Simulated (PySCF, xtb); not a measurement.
C2H5BO3, SMILES CC(=O)OBO. The values are those of a single conformer.

Harmonic wavenumbers (cm⁻¹) from GFN2-xTB (xtb) at its own minimum, in rising order: 45, 65, 126, 165, 362, 428, 566, 618, 673, 825, 854, 974, 984, 1004, 1033, 1105, 1184, 1312, 1363, 1443, 1444, 1797, 2673, 3030, 3040, 3070, 3582.

Question: What does PBE0-D3(BJ)/def2-SVP (PySCF) give at its own minimum? (An estimate is asked for; the answer gives what the named calculation found.)

Answer: 66, 115, 119, 190, 375, 466, 591, 645, 663, 876, 920, 989, 1039, 1052, 1089, 1213, 1280, 1384, 1434, 1445, 1452, 1914, 2706, 3077, 3168, 3219, 3877. Paired by order, the mean absolute difference is 60 cm⁻¹ and the zero-point energies are 48.3 and 50.6 kcal/mol.
